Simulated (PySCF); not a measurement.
**Gas-phase XPS of 2,6-dimethyl-4-pyrone, computed**

Compound: 2,6-dimethyl-4-pyrone, C7H8O2.
Z-matrix (Å and degrees, PBE0-D3(BJ)/def2-SVP geometry), rows numbered from 1:
```
C 
C   1  1.4864
C   2  1.3500  1  126.68
C   3  1.4644  2  121.70  1   179.85
O   4  1.2200  3  123.47  2  -179.79
C   4  1.4648  3  112.80  2     0.14
C   6  1.3502  4  121.72  3    -0.15
C   7  1.4865  6  126.77  4  -179.81
O   2  1.3538  1  111.67  3   179.93
H   1  1.1012  2  110.33  3  -120.54
H   1  1.1012  2  110.35  3   121.07
H   1  1.0963  2  110.69  3     0.25
H   3  1.0907  2  120.09  1    -0.08
H   6  1.0907  4  118.21  3   179.96
H   8  1.1012  7  110.36  6  -121.04
H   8  1.0963  7  110.72  6    -0.20
H   8  1.1013  7  110.31  6   120.59
```

Theory: delta-SCF UKS SCAN, pcX-2 on the ionised atom, pcseg-1 elsewhere, spin-free X2C in PySCF 2.14.0. Vertical ΔSCF values, vacuum level as zero.

**Question.** Give the core binding energies atom by atom.

**Answer.** 
```
atom(s)                                                     bonded to  level  binding energy (eV)  above the level's lowest (eV)  count
  C1/C8                                                     C and 3 H   C 1s               291.47                          +1.20      2
  C2/C7  O (aromatic in the SMILES), C (aromatic in the SMILES) and C   C 1s               292.63                          +2.36      2
  C3/C6                            2 C (aromatic in the SMILES) and H   C 1s               290.27                           0.00      2
     C4              O (double bond) and 2 C (aromatic in the SMILES)   C 1s               292.52                          +2.25      1
     O5                                               C (double bond)   O 1s               536.10                           0.00      1
     O9                                  2 C (aromatic in the SMILES)   O 1s               540.07                          +3.97      1
```

Lowest listed C 1s: C3/C6, bonded to 2 C (aromatic in the SMILES) and H. Highest, 2.36 eV above it: C2/C7, bonded to O (aromatic in the SMILES), C (aromatic in the SMILES) and C. Summing the Pauling electronegativity differences to the bonded atoms, each weighted by its formal bond order, gives -0.35 for the lowest site and +1.34 for the highest; the largest sum, +1.78, belongs to C4, 0.11 eV below the top. The smallest sum, -1.05, belongs to C1/C8, 1.20 eV above the lowest.

The listed O 1s values span 3.97 eV, from O5 (bonded to C (double bond)) to O9 (bonded to 2 C (aromatic in the SMILES)).

**Question.** Which effective nuclear charge Zeff reproduces each element's mean 1s value in the hydrogen-like formula E = 13.606 eV × Zeff²?

**Answer.** C (Z = 6): mean 291.6 eV, Zeff = 4.63, Z − Zeff = 1.37; O (Z = 8): mean 538.1 eV, Zeff = 6.29, Z − Zeff = 1.71. Means run over the listed sites, weighted by atom count.

Atoms equivalent by their bonding share one computed value, that of the first of them. Geometry: PBE0-D3(BJ)/def2-SVP; no solvent, vibrations or thermal averaging.
